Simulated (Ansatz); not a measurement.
Relaxation of BFH₃NO (7 atoms, charge 0, multiplicity 1), to a largest force component of 0.02 eV/Å in at most 40 steps.

These are results of RHF/def2-SVP (Ansatz), not measurements.

```xyz
7
Properties=species:S:1:pos:R:3
B 0.000 0.000 0.000
O 0.000 0.000 1.410
H -0.909 -0.281 1.747
N 1.342 0.000 -0.775
H 1.809 -0.918 -1.027
H 1.794 0.918 -1.053
F -1.143 0.000 -0.660
```

Task: Where does it end, and by what steps?

Result: The forces met the threshold. After 8 steps the energy has fallen by 1.478 eV; H6 moved furthest, 0.90 Å.

```tsv
step	energy less start (eV)	largest force component (eV/Å)	accepted
0	0.0000	3.322	yes
1	-0.5537	2.879	yes
2	-0.6645	1.858	yes
3	-0.8454	0.979	yes
4	-1.0269	2.007	yes
5	-1.2885	1.052	yes
6	-1.4594	0.279	yes
7	-1.4776	0.021	yes
8	-1.4777	0.007	yes
```

```xyz
7
Properties=species:S:1:pos:R:3
B 0.076 0.040 0.008
O -0.022 -0.497 1.245
H -0.875 -0.406 1.637
N 1.267 -0.004 -0.722
H 2.094 -0.432 -0.366
H 1.350 0.389 -1.634
F -0.998 0.628 -0.527
```

The run took 12 s on 1 thread of Arm Neoverse V2 (shared host), peak memory 0.15 GiB.
